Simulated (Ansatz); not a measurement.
C$_{2}$H$_{9}$NSSi, SMILES `C[SiH](N)CS`, relaxed with RKS PBE-D4/def2-SVP in Ansatz from a rough embedded geometry. The force threshold is 0.03 eV/Å; the program also tests the step.

Total charge 0; spin multiplicity 1.

Start:

```xyz
14

C     0.973    1.299    0.645
Si    0.110   -0.259    0.499
N     1.055   -1.331   -0.422
C    -1.687   -0.084   -0.196
S    -1.579    0.547   -1.861
H     0.425    2.060    1.312
H     1.958    1.209    1.112
H     1.097    1.845   -0.304
H     0.050   -0.895    1.779
H     0.652   -2.278   -0.391
H     1.990   -1.398   -0.081
H    -2.153   -1.027   -0.195
H    -2.176    0.668    0.472
H    -0.714   -0.357   -2.368
```

Question: How much energy does the relaxation release, and in how many steps? (Best estimate.)

Answer: Computed: 61.69 kJ/mol, in 7 steps, 1 of them rejected.

Question: Which bonds change most? (Best estimate.)

Answer: Ansatz gave: C1–Si2 from 1.787 to 1.880 Å; Si2–H9 from 1.430 to 1.515 Å; Si2–N3 from 1.701 to 1.762 Å; C4–H12 from 1.051 to 1.112 Å.

Question: Give the relaxed structure. (An estimate is asked.)

Answer: Ansatz gave: 
```xyz
14

C     0.977    1.352    0.670
Si    0.066   -0.291    0.619
N     0.954   -1.365   -0.459
C    -1.653   -0.097   -0.166
S    -1.496    0.458   -1.913
H     0.473    2.054    1.365
H     2.026    1.234    1.011
H     0.975    1.806   -0.341
H    -0.118   -0.838    2.020
H     0.673   -2.350   -0.491
H     1.977   -1.313   -0.433
H    -2.246   -1.035   -0.100
H    -2.227    0.684    0.374
H    -0.381   -0.299   -2.157
```
